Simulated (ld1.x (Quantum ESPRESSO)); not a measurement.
## Sb (Z = 51): one change to a TM potential, before and after

```
Element                 : antimony
Generator               : ld1.x (Quantum ESPRESSO) 7.5
Type                    : norm-conserving Troullier–Martins (Kleinman–Bylander form)
Functional              : LDA (PZ)
Relativity              : scalar-relativistic
Frozen core             : [Kr]
Valence charge          : 15
Reference configuration : 4d10 5s2 5p2 (charge +1)
Partial waves           : 5s (bound): rc 1.60 bohr; 5p (bound): rc 1.85 bohr; 4d (bound): rc 0.95 bohr
Local potential         : all-electron potential smoothed inside 0.80 bohr (lloc = -2)
Core correction         : Bessel-smoothed model core, default radius (core density twice the valence density)
```

Change: core correction none.

Cutoffs: the cutoffs (Ry, on a coarse ladder) from which the occupation-weighted sum of valence levels, in a spherical-Bessel basis at the reference potential, stays within 10 and 1 mRy of its value at 400 Ry; they do not see the model core or the augmentation charge, which bear on the density cutoff. Errors are all-electron minus pseudo energies relative to the spin-unpolarised reference configuration.

**Question.** What does the change do?

**Answer.** The potential gets neither clearly harder nor softer (120 Ry and 160 Ry → 120 Ry and 160 Ry); both files keep a bound ghost (p, s); of the 9 tests that both files solve, the error grows in 3 and shrinks in 4 by more than 15 % and 0.3 meV (median size 3.4 → 4.4 meV). The default core radius of the base comes out at 0.61 bohr.

```tsv
quantity	base	changed
cutoff, loose	120 Ry	120 Ry
cutoff, tight	160 Ry	160 Ry
bound ghosts	s, p	s, p
error for 4d10 5s2 5p3, meV [ΔE -8.52 eV]	+4.0	+4.4
error for 4d10 5s2 5p1, meV [ΔE 16.25 eV]	-1.6	+0.1
error for 4d10 5s2 5p0, meV [ΔE 41.04 eV]	-1.9	+8.8
error for 4d10 5s2 5p2.5, meV [ΔE -5.17 eV]	+1.9	+2.1
error for 4d10 5s0 5p5, meV [ΔE 8.12 eV]	-7.1	-2.4
error for 4d9 5s2 5p4, meV [ΔE 22.48 eV]	-272	-223
error for 4d10 5s1 5p3, meV [ΔE 8.82 eV]	-1.4	+0.3
error for 4d10 5s2 5p2 (spin-polarised), meV [ΔE -0.59 eV]	+3.4	+12
error for 4d10 5s2 5p3 (spin-polarised), meV [ΔE -9.61 eV]	+11	+24
s: phases at 1.99 bohr within 0.05 rad from the reference energy up to (Ry; the scan ends near 5)	0.8	0.8
p: phases at 1.99 bohr within 0.05 rad from the reference energy up to (Ry; the scan ends near 5)	2.8	2.8
d: phases at 1.99 bohr within 0.05 rad from the reference energy up to (Ry; the scan ends near 5)	to the end of the scan	to the end of the scan
```

 A true bound ghost makes a file unfit for plane-wave use even where its test errors are small: the radial tests pick states by their node count and pass the ghost by.
